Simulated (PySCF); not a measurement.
Several molecules and their computed UV-vis stick spectra, shuffled. Level of theory: TDDFT B3LYP/def2-SVPD, vertical, gas phase, core orbitals frozen in the response in PySCF 2.14.0, density-fitted response routines. Geometries: PBE0-D3(BJ)/def2-SVP; one conformer of each isolated species. Triplets are in the Tamm–Dancoff approximation.

A. `CC1=CC=C(C)C=C1`
B. `C=CC1=CC(=O)OC(F)=C1`
C. `O(C)C(=O)P(CSC)C`
D. `[OH][Ti]([F])([F])[F]`
E. `C=COC(=O)CC`

Lowest singlet levels (six at most, fewer where fewer were computed) with oscillator strengths:

1. 241 nm (f 0.006); 214 nm (f 0.071); 200 nm (f 0.000); 190 nm (f 0.000); 186 nm (f 0.000); 186 nm (f 0.363); T1 4.01 eV
2. 260 nm (f 0.001); 240 nm (f 0.059); 229 nm (f 0.006); 217 nm (f 0.005); 209 nm (f 0.055); 206 nm (f 0.008); T1 4.34 eV
3. 217 nm (f 0.001); 207 nm (f 0.309); 185 nm (f 0.023); 172 nm (f 0.022); 170 nm (f 0.213); 168 nm (f 0.000); T1 4.17 eV
4. 311 nm (f 0.124); 270 nm (f 0.000); 243 nm (f 0.239); 215 nm (f 0.470); 199 nm (f 0.002); 192 nm (f 0.000)
5. 205 nm (f 0.000); 200 nm (f 0.004 summed over 2 states); 185 nm (f 0.035); 175 nm (f 0.003 summed over 2 states); 168 nm (f 0.000); 167 nm (f 0.004 summed over 2 states); T1 5.70 eV

**Question.** Which spectrum belongs to which structure?

**Answer.** 1 = A, 2 = C, 3 = E, 4 = B, 5 = D.
- A: S1 at 5.15 eV, HOMO→LUMO (66%), HOMO-1→LUMO+1 (29%); Löwdin shares by element: HOMO carbon 62% or more (atoms not listed hold the other 38%); LUMO carbon 69% or more (atoms not listed hold the other 31%); HOMO -6.45 and LUMO -0.39 eV.
- B: S1 at 3.99 eV, HOMO→LUMO (93%); Löwdin shares by element: HOMO carbon 51% or more, oxygen 17% or more (atoms not listed hold the other 32%); LUMO carbon 61% or more (atoms not listed hold the other 39%); HOMO -6.92 and LUMO -2.60 eV.
- C: S1 at 4.76 eV, HOMO→LUMO (94%); Löwdin shares by element: HOMO sulfur 69%, carbon 20% or more; LUMO oxygen 35%, carbon 29% or more, phosphorus 16% (atoms not listed hold the other 21%); HOMO -6.25 and LUMO -0.69 eV.
- D: S1 at 6.06 eV, HOMO-1/HOMO→LUMO/LUMO+1 (≥78%); for S1 the Löwdin share of titanium is 6% in HOMO and 78% in LUMO (ligand-to-metal charge transfer by this measure); HOMO -10.52 and LUMO -2.79 eV.
- E: S1 at 5.72 eV, HOMO-1→LUMO (92%); Löwdin shares by element: HOMO carbon 64% or more, oxygen 24%; LUMO carbon 57% or more, oxygen 19% or more (atoms not listed hold the other 24%); HOMO -7.17 and LUMO -0.77 eV.

A slash joins orbitals within 0.01 eV of each other, whose weights are summed (≥ marks a lower bound).
